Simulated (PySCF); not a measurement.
Simulation results for BH4OSi

All values are calculated (PySCF 2.14.0). Calculation on a computer-drawn molecule: optimised geometry and harmonic frequencies of an isolated molecule of the commonest isotopes, restricted reference for singlets and unrestricted otherwise, frozen core in MP2.

### BH4OSi

Start structure:
```xyz
7
BH4OSi
B     -1.6752     0.6398    -0.6604
Si     0.2136     0.6085    -0.9264
O      0.8816    -0.2340    -2.1106
H     -2.4853     1.3859    -1.1129
H     -2.2084    -0.1810     0.0873
H      1.4120     1.2566    -0.3481
H      0.6429    -0.8346    -2.8335
```

```
charge                                        : 1
multiplicity                                  : 1
method                                        : HF
basis                                         : cc-pV(D+d)Z
rotational constants                          : 28.12, 6.131, 5.267 GHz
total energy                                  : -390.5449 hartree
convergence status largest gradient component : 3.322e-05 hartree/bohr
```

Drawn bonds:
```csv
atom,other atom,order
1,2,1
2,3,1
1,4,1
1,5,1
2,6,1
3,7,1
```

Optimised structure:
```xyz
7
BH4OSi
B     -1.7276     0.6059    -0.6239
Si     0.2761     0.5799    -1.0036
O      0.9344    -0.2583    -2.1645
H     -2.3870     1.4391    -1.1575
H     -2.1665    -0.2072     0.1244
H      1.2925     1.3177    -0.2592
H      0.5593    -0.8360    -2.8204
```

Modes:
```csv
frequency (cm⁻¹),reduced mass (dalton)
142.4,1.078
225.2,3.49
387.4,1.233
588.6,1.52
588.8,1.992
679.8,1.177
758.8,1.311
874,1.289
962.9,1.28
1089,7.028
1217,1.127
2446,1.044
2746,1.045
2871,1.132
4100,1.07
```
